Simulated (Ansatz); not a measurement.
A nudged elastic band was laid between two geometries of Cl$_{2}$GaH (4 atoms, charge 0, multiplicity 1).

Level of theory: Ansatz, RKS B3LYP/def2-SVP.

```yaml
movable_images: 5
climbing_image: yes
spring: 5.0 eV/Å²
optimiser: quadratic models (default)
start_path: through a guess of the saddle point
force_threshold: 0.03 eV/Å
iteration_limit: 60
end_points: relaxed
```

First end point:

```xyz
4
Properties=species:S:1:pos:R:3
Ga 0.318 0.000 0.381
H 0.091 0.000 1.915
Cl 2.288 0.000 -0.484
Cl -1.318 0.000 -1.017
```

Last end point:

```xyz
4
Properties=species:S:1:pos:R:3
Ga -1.323 0.000 0.361
H 2.062 0.000 1.801
Cl 2.103 0.000 0.510
Cl -1.464 0.000 -1.876
```

(1) Which bonds break or form, and what moves?

(2) What energy profile does the band end with?

(3) What is the geometry of the highest image?

Answers

(1) Bonds broken: Ga1–H2, Ga1–Cl3. Bonds formed: H2–Cl3. Cl2GaH becomes ClGa + ClH.

(2) The forces met the threshold. The highest image is number 2 of 0 to 6, 2.15 eV above the first end and 1.27 eV above the last; the last end lies 0.87 eV above the first. Neighbouring images differ by up to 1.4 eV, so the band resolves the path poorly. A vibrational analysis at the climbing image gives one clearly imaginary mode, 1032i cm⁻¹: a first-order saddle point. The orbitals stay closed-shell, which can raise the energy where a bond breaks towards radicals; this wasn't checked here.

```
image  path coordinate (Å)  energy (eV)  Ga1–H2 (Å)  Ga1–Cl3 (Å)  H2–Cl3 (Å)
    0                 0.00         0.00        1.55         2.15        3.25
    1                 0.70         0.74        1.52         2.20        2.52
    2                 1.40         2.15        1.62         2.51        1.81
    3                 1.86         1.40        1.96         2.77        1.39
    4                 2.32         0.98        2.51         3.22        1.30
    5                 2.78         0.90        3.10         3.37        1.29
    6                 3.24         0.87        3.68         3.43        1.29
```

(3) 
```xyz
4
Properties=species:S:1:pos:R:3:forces:R:3
Ga -0.302 0.000 0.512 0.01 0.00 0.01
H 0.998 0.000 1.476 0.00 0.00 0.00
Cl 2.172 0.000 0.096 0.00 0.00 0.00
Cl -1.490 0.000 -1.289 -0.01 0.00 -0.01
```

Time of the run: 2.5 min on 1 thread of Arm Neoverse V1, on a shared host, peak memory 0.15 GiB.
